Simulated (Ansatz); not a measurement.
Breaking a bond: LiNa, singlet.

Levels of theory: RCCSD(T) = CCSD(T) on RHF/cc-pVTZ, frozen core run with Ansatz (a first-principles code); UCCSD(T) = CCSD(T) on UHF/cc-pVTZ, frozen core (Ansatz); RMP2 = MP2 on RHF/cc-pVTZ, frozen core (Ansatz).

Energies are in eV, each relative to the lowest point of its own curve near equilibrium.

```tsv
R / Å	RCCSD(T)	UCCSD(T)	RMP2
2.34	0.336	0.335	0.369
2.52	0.149	0.148	0.169
2.63	0.077	0.076	0.091
2.78	0.020	0.019	0.026
2.80	0.015	0.015	0.021
2.93	0.000	0.000	0.001
2.98	0.000	0.000	0.000
3.11	0.014	0.014	0.010
3.29	0.055	0.056	0.050
3.37	0.080	0.081	0.075
3.62	0.175	0.176	0.173
3.95	0.314	0.315	0.328
4.36	0.479	0.479	0.530
4.85	0.632	0.632	0.756
5.28	0.722	0.722	0.924
5.86	0.792	0.791	1.099
6.31	0.819	0.818	1.195
7.24	0.843	0.841	1.291
7.86	0.849	0.846	1.291
8.90	0.853	0.849	1.205
```

At the longest distance, 8.90 Å, RMP2 lies highest above its minimum (1.205 eV) and UCCSD(T) lowest (0.849 eV).

With two correlated electrons CCSD is exact in the basis where it finds the lowest root (RCCSD(T), UCCSD(T)). The unrestricted determinant behind UCCSD(T) is spin-contaminated at 2.34 to 8.90 Å (<S²> up to 1.0, against 0.00 for a pure singlet). The restricted form behind RMP2 keeps the bonding electrons paired and can't separate into open-shell fragments. The T1 diagnostic of CCSD on the restricted reference of RMP2 exceeds 0.045 at 4.85 to 8.90 Å.
